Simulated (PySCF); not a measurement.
Compound: C3H6O4Si.
SMILES with atom numbers: `[CH3:1][C:2](=[O:3])[O:4][SiH2:5][C:6](=[O:7])[OH:8]` (hydrogens: H9, H10, H11 on C1; H12, H13 on Si5; H14 on O8)

Computed geometry: GFN2-xTB, gas phase.

Question: What internal coordinates does the optimisation give?

Answer: 
| bond | length (pm) | order |
| --- | --- | --- |
| C1–C2 | 149.9 | single |
| C2=O3 | 119.9 | double |
| C2–O4 | 133.7 | single |
| O4–Si5 | 164.8 | single |
| Si5–C6 | 191.5 | single |
| C6=O7 | 120.2 | double |
| C6–O8 | 134.0 | single |
| C1–H9, C1–H10, C1–H11 | 108.7 | single |
| Si5–H12, Si5–H13 | 145.8 | single |
| O8–H14 | 97.4 | single |

Bonds in one row agree within 1 pm and their mean is given. Orders are formal, as drawn. A selection of angles:
| angle | degrees |
| --- | --- |
| C1–C2–O3 | 125.8 |
| C1–C2–O4 | 112.5 |
| O3–C2–O4 | 121.7 |
| C2–O4–Si5 | 123.1 |
| O4–Si5–C6 | 102.7 |
| Si5–C6–O7 | 129.3 |
| Si5–C6–O8 | 108.8 |
| O7–C6–O8 | 121.9 |
| H14–O8–C6 | 110.9 |

Torsions: C1–C2–O4–Si5 -179° (antiperiplanar); C2–O4–Si5–C6 -179° (antiperiplanar); O4–Si5–C6–O7 -2° (synperiplanar); H14–O8–C6–Si5 180° (antiperiplanar). The mirror-image conformer, all signs reversed, is as good.

Si5 (oxygen-bound silicon) is distorted tetrahedral (angles from 102.7° to 112.9°). The C–O distances run from 1.199 Å (C2=O3, drawn double) to 1.340 Å (C6–O8, drawn single), a spread of 0.141 Å. The 8 heavy atoms lie in one plane (0.014 Å rms).

Whether it is a minimum is left open (no frequencies). One conformer, not necessarily the lowest (C1–C2–O4–Si5 -179°, C2–O4–Si5–C6 -179°, O4–Si5–C6–O7 -2°, Si5–C6–O8–H 180°).
